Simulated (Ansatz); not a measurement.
Relaxation of ClGeH$_{3}$ (5 atoms, charge 0, multiplicity 1), to a largest force component of 0.03 eV/Å in at most 50 steps.

Theory: RKS r2SCANh-D4/def2-SVP (Ansatz).

```xyz
5
Properties=species:S:1:pos:R:3:forces:R:3
Ge 0.032 0.020 -1.101 0.07 0.02 0.05
H 1.185 0.231 1.387 -1.22 0.97 0.70
H 1.687 -0.182 1.081 1.19 -0.98 -0.76
H -0.713 1.067 -0.150 -0.02 -0.03 0.00
Cl -1.231 -1.683 -0.537 -0.02 0.01 0.01
```

**Question.** Where does it end, and by what steps?

**Answer.** It converged. After 6 steps the energy has fallen by 0.063 eV; H3 moved furthest, 0.26 Å.

```
step  energy less start (eV)  largest force component (eV/Å)  accepted
   0                  0.0000                           1.215       yes
   1                 -0.0545                           0.171       yes
   2                 -0.0541                           0.163        no
   3                 -0.0613                           0.056       yes
   4                 -0.0620                           0.039       yes
   5                 -0.0616                           0.083        no
   6                 -0.0626                           0.009       yes
```

```xyz
5
Properties=species:S:1:pos:R:3
Ge 0.189 0.021 -0.939
H 0.972 0.177 1.255
H 1.542 -0.169 0.866
H -0.611 1.093 -0.069
Cl -1.131 -1.668 -0.433
```

Whether the end is a true minimum wasn't checked by a vibrational analysis.

The run took 24 s on 1 thread of Arm Neoverse V1 (shared host), peak memory 0.13 GiB.
